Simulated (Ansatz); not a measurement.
C₂H₅ClF₂Si (`FC[SiH](F)CCl`), relaxed with RKS PBE-D4/def2-SVP in the Gaussian-basis code of Ansatz from a rough embedded geometry. The force threshold is 0.03 eV/Å; the program also tests the step.

Charge 0, multiplicity 1.

Start:

```xyz
11

F     2.061   -0.664    0.062
C     0.881   -1.234   -0.442
Si   -0.567   -0.410    0.311
F    -0.696   -0.729    1.886
C    -0.424    1.460    0.215
Cl   -0.521    1.979   -1.458
H     0.863   -2.281   -0.230
H     0.885   -1.056   -1.513
H    -1.815   -0.832   -0.278
H     0.546    1.818    0.659
H    -1.212    1.949    0.787
```

```json
{"step": "1", "energy (eV)": "-27961.3650", "largest force (eV/Å)": "1.559", "largest move (Å)": "0.000"}
{"step": "2", "energy (eV)": "-27961.5512", "largest force (eV/Å)": "0.675", "largest move (Å)": "0.057"}
{"step": "3", "energy (eV)": "-27961.5919", "largest force (eV/Å)": "0.215", "largest move (Å)": "0.068"}
{"step": "4", "energy (eV)": "-27961.5948", "largest force (eV/Å)": "0.065", "largest move (Å)": "0.021"}
{"step": "5", "energy (eV)": "-27961.5954", "largest force (eV/Å)": "0.025", "largest move (Å)": "0.015"}
```

End:

```xyz
11

F     2.030   -0.607    0.113
C     0.893   -1.196   -0.447
Si   -0.633   -0.400    0.355
F    -0.684   -0.821    1.945
C    -0.413    1.473    0.251
Cl   -0.484    1.887   -1.512
H     0.927   -2.298   -0.283
H     0.888   -1.018   -1.547
H    -1.911   -0.850   -0.286
H     0.582    1.776    0.633
H    -1.195    2.053    0.778
```

Hardware: 4 threads of a server CPU on a shared host. Wall time 10 s, peak host memory 0.2 GiB.
